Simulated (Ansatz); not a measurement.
Basis-set series for `[CH3][Sc]([F])[Cl]`. Total charge 0; spin multiplicity 1. All single points use the PBE0-D4/def2-TZVP geometry.

| functional | basis | functions | energy (Eh) | HOMO (eV) | LUMO (eV) |
| --- | --- | --- | --- | --- | --- |
| PBE0-D4 | def2-SVP | 92 | -1359.99006 | -7.59 | -2.45 |
| PBE0-D4 | def2-QZVPP | 367 | -1360.45410 | -7.65 | -2.52 |
| ωB97M-V | def2-SVP | 92 | -1360.35210 | -9.86 | -0.68 |
| ωB97M-V | def2-QZVPP | 367 | -1360.81743 | -9.96 | -0.88 |

(1) Give the rows for def2-TZVPP. (Best estimate.)

Results:

(1) Computed: 
| functional | basis | functions | energy (Eh) | HOMO (eV) | LUMO (eV) |
| --- | --- | --- | --- | --- | --- |
| PBE0-D4 | def2-TZVPP | 210 | -1360.41796 | -7.65 | -2.53 |
| ωB97M-V | def2-TZVPP | 210 | -1360.78347 | -9.96 | -0.87 |

Scalar relativity is left out up to krypton.
